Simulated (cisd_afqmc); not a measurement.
Input (AFQMC/CISD/def2-SVP; cisd_afqmc is a phaseless AFQMC code with CISD trial states that reads the integrals written by Ansatz):

Ansatz 0.2 input:
```python
import cisd_afqmc

open("ham.yaml", "w").write("""\
crystal:
  periodic: [false, false, false]
  atoms:
    - {symbol: Sr, position_ang: [-0.00000000, -0.00000000, -0.33687817]}
    - {symbol: O, position_ang: [0.00000000, 0.00000000, 1.60017132]}
basis:
  gaussian:
    orbitals: def2-SVP
magnetization: {spin_polarized: false}
correlation: {method: ccsd, electrons: outside_noble_gas, hamiltonian_folder: ham}
""")
rep = cisd_afqmc.ansatz("ham.yaml")
e_ccsd = rep["correlation"]["coupled_cluster"]["energy"]["hartree"]
out = cisd_afqmc.run("ham", e_ccsd, trial="CISD", walkers=200, populations=8, threads=8, dt=0.005, steps=40, early=24, settle=10, least=32,
    cut=5e-5, rank_cut=2e-4, target=0.0004, seconds=1500, seed=1, memory=17280, gpu=False)
```

Output:

```
orbitals 32, occupied [4], factors 174 of 354, rank of the doubles 53 of 112
E(HF) = -105.063837
E(CCSD) on the cut factors = -105.296773, shift to the whole factors -0.000005
Energy of the trial state on the determinant = -105.296775
  tau behind 7.2 of longer steps, mean of the populations' last blocks
   2.0  -105.31154
   4.0  -105.31376
   6.0  -105.31139
   8.0  -105.30991
  10.0  -105.30822
  12.0  -105.31066
  14.0  -105.30744
  16.0  -105.31008
  18.0  -105.31139
  20.0  -105.31321
  22.0  -105.30821
  24.0  -105.30882
  26.0  -105.30598
  28.0  -105.30758
  30.0  -105.30920
  32.0  -105.30912
blocks 1294 (3 outliers left out), error by blocks joined: 1: 0.00022, 2: 0.00027, 4: 0.00033, 8: 0.00038, 16: 0.00040
E(AFQMC/CISD) = -105.30935 +/- 0.00040
```

The two halves of the walk average -105.31020 and -105.30850 Eh, farther apart than the printed bar allows, so the bar may be too narrow.
